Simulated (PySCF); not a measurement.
Molfile (atoms numbered from 1):
```
C6H12NP
     RDKit          3D

 20 20  0  0  0  0  0  0  0  0999 V2000
    2.7452   -0.2799   -1.1368 C   0  0  0  0  0  0  0  0  0  0  0  0
    1.3732   -0.7267   -0.7308 C   0  0  0  0  0  0  0  0  0  0  0  0
    0.3937    0.1490    0.2806 P   0  0  0  0  0  5  0  0  0  0  0  0
   -1.2171   -0.2886    0.1092 N   0  0  0  0  0  0  0  0  0  0  0  0
   -2.1635   -0.1991    1.1886 C   0  0  0  0  0  0  0  0  0  0  0  0
   -1.7851   -0.5535   -1.1921 C   0  0  0  0  0  0  0  0  0  0  0  0
    0.6165    0.9375    1.8681 C   0  0  0  0  0  0  0  0  0  0  0  0
    0.7895    1.7762    0.8304 C   0  0  0  0  0  0  0  0  0  0  0  0
    2.9149    0.7801   -0.8832 H   0  0  0  0  0  0  0  0  0  0  0  0
    2.9021   -0.3657   -2.2272 H   0  0  0  0  0  0  0  0  0  0  0  0
    3.5590   -0.8523   -0.6526 H   0  0  0  0  0  0  0  0  0  0  0  0
    1.0608   -1.7622   -0.8928 H   0  0  0  0  0  0  0  0  0  0  0  0
   -2.9194    0.5890    1.0088 H   0  0  0  0  0  0  0  0  0  0  0  0
   -1.6498    0.0336    2.1316 H   0  0  0  0  0  0  0  0  0  0  0  0
   -2.6987   -1.1564    1.3234 H   0  0  0  0  0  0  0  0  0  0  0  0
   -2.5238    0.2208   -1.4750 H   0  0  0  0  0  0  0  0  0  0  0  0
   -2.2979   -1.5317   -1.2062 H   0  0  0  0  0  0  0  0  0  0  0  0
   -0.9827   -0.5721   -1.9411 H   0  0  0  0  0  0  0  0  0  0  0  0
    0.7297    0.9873    2.9577 H   0  0  0  0  0  0  0  0  0  0  0  0
    1.0998    2.8156    0.6770 H   0  0  0  0  0  0  0  0  0  0  0  0
  1  2  1  0
  2  3  2  0
  3  4  1  0
  4  5  1  0
  4  6  1  0
  3  7  1  0
  7  8  2  0
  8  3  1  0
  1  9  1  0
  1 10  1  0
  1 11  1  0
  2 12  1  0
  5 13  1  0
  5 14  1  0
  5 15  1  0
  6 16  1  0
  6 17  1  0
  6 18  1  0
  7 19  1  0
  8 20  1  0
M  END
```

Geometry: PBE0-D3(BJ)/def2-SVP; GIAO absolute shieldings from PySCF, gas phase, non-relativistic, averaged over equivalent atoms.

At PBE0/pcSseg-1 (203 basis functions, 71 s wall time on 1 thread of an Intel Xeon Platinum 8259CL, shared host):
```tsv
atoms	σ (ppm)
C7/C8	4.8
C5/C6	148.2
C1	174.0
C2	179.5
P3	382.3
N4	225.4
H19/H20	21.39
H13/H14/H15/H16/H17/H18	28.70
H9/H10/H11	29.87
H12	31.12
```

**Question.** What do these become at KT2/pcSseg-1?

**Answer.** 
```tsv
atoms	σ at KT2/pcSseg-1	change
C7/C8	15.7	+10.9
C5/C6	146.2	-2.0
C1	171.5	-2.5
C2	173.8	-5.7
P3	395.6	+13.3
N4	216.6	-8.8
H19/H20	21.37	-0.02
H13/H14/H15/H16/H17/H18	28.52	-0.18
H9/H10/H11	29.66	-0.21
H12	30.82	-0.30
```

The largest change is at P3 (phosphorus bonded to 3 C, N, in a 3-membered ring). Cost: 203 basis functions, 75 s wall time on 1 thread of an Intel Xeon Platinum 8259CL, shared host. The order of the carbon signals is the same at both levels.

The carbons averaged at δ 179.6 differ by 24 ppm in this conformer.
